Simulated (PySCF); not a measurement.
**Iron: a sound run and one with changed settings**

Sound run: Fe⁺ [Ar] 3d6 4s1, Fe²⁺ [Ar] 3d6. Calculation: PySCF 2.14, in cc-pVTZ-DK (7s6p4d2f1g, 68 functions); the spin-free X2C one-electron Hamiltonian (Gaussian nucleus). In the sound run the correlated levels freeze [Ar]. The sound run starts from symmetry-adapted Hartree-Fock orbitals and uses a fine grid where one is needed.

Changed run: all electrons correlated in a basis built for the valence shell.

| species | method | sound run (hartree) | changed run (hartree) | converged |
| --- | --- | --- | --- | --- |
| Fe⁺ | MP2 | -1271.25600 | -1271.63809 | yes |
| Fe²⁺ | MP2 | -1270.67256 | -1271.04426 | yes |

Ionisation energy of Fe⁺:

```tsv
method	sound run (eV)	changed run (eV)
UHF	15.299	15.299
MP2	15.876	16.159
SCS-MP2	15.628	15.911
```

A valence basis has no tight correlating functions, so it recovers only part of the core correlation, and not evenly between atom and ion.

For comparison, NIST gives 16.199 eV between the lowest levels.
